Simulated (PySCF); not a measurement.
A species of formula C5H8F2O2Si has this rotational fingerprint, computed with PBE0/pcSseg-1 in PySCF (dipole) on a GFN2-xTB geometry, gas phase:

```
Rotational constants : A = 1567, B = 1006, C = 792.1 MHz
Dipole components    : |μa| = 1.13 D, |μb| = 1.77 D, |μc| = 0.94 D
Inertial defect      : -186.79 u·Å²
κ                    : -0.45
```

Question: Which candidate fits, each taken in the one conformer that was computed?
A. `[O:1]=[CH:2][O:3][C@@H:4]1[C@H:5]([F:6])[CH2:7][SiH2:8][C@@H:9]1[F:10]` with O1–C2–O3–C4 1°, C2–O3–C4–C5 -126°, O3–C4–C5–F6 62°, C4–C5–C7–Si8 -32°, C5–C7–Si8–C9 3°, C7–Si8–C9–F10 145°
B. `[O:1]=[CH:2][O:3][C:4]1([CH:5]([F:6])[F:7])[CH2:8][SiH2:9][CH2:10]1` with O1–C2–O3–C4 2°, C2–O3–C4–C5 -63°, O3–C4–C5–F6 -176°, O3–C4–C8–Si9 -137°, C4–C8–Si9–C10 12°, C8–Si9–C10–C4 -12°, O3–C4–C10–Si9 133°
C. `[CH3:1][C:2](=[O:3])[O:4][SiH2:5][CH2:6]/[C:7]([F:8])=[CH:9]\[F:10]` with C1–C2–O4–Si5 180°, C2–O4–Si5–C6 177°, O4–Si5–C6–C7 176°, Si5–C6–C7–F8 -75°
D. `[O:1]=[CH:2][O:3][C@@H:4]1[SiH2:5][C@@H:6]1[CH2:7][CH:8]([F:9])[F:10]` with O1–C2–O3–C4 2°, C2–O3–C4–Si5 5°, Si5–C6–C7–C8 90°, C6–C7–C8–F9 -59°

Answer: B. It is O=COC1(C(F)F)C[SiH2]C1, an asymmetric top, point group C1. The candidates at the same level (rigid rotor, commonest isotopes):

| SMILES | A (MHz) | B (MHz) | C (MHz) | μa (D) | μb (D) | μc (D) | Δ (u·Å²) | point group | rotor |
| --- | --- | --- | --- | --- | --- | --- | --- | --- | --- |
| O=CO[C@@H]1[C@H](F)C[SiH2][C@@H]1F | 1410 | 1073 | 727.9 | 3.66 | 0.73 | 0.39 | -135.27 | C1 | asymmetric top |
| CC(=O)O[SiH2]C/C(F)=C\F | 2576 | 442.0 | 418.8 | 0.44 | 0.49 | 2.12 | -132.78 | C1 | near-prolate asymmetric top |
| O=COC1(C(F)F)C[SiH2]C1 | 1567 | 1006 | 792.1 | 1.13 | 1.77 | 0.94 | -186.79 | C1 | asymmetric top |
| O=CO[C@@H]1[SiH2][C@@H]1CC(F)F | 1926 | 714.2 | 684.1 | 1.39 | 2.16 | 0.38 | -231.26 | C1 | near-prolate asymmetric top |

`O=CO[C@@H]1[SiH2][C@@H]1CC(F)F` has B 29 % too low; `O=CO[C@@H]1[C@H](F)C[SiH2][C@@H]1F` has A 10 % too low; `CC(=O)O[SiH2]C/C(F)=C\F` has A 64 % too high. No structure here is proved a minimum.
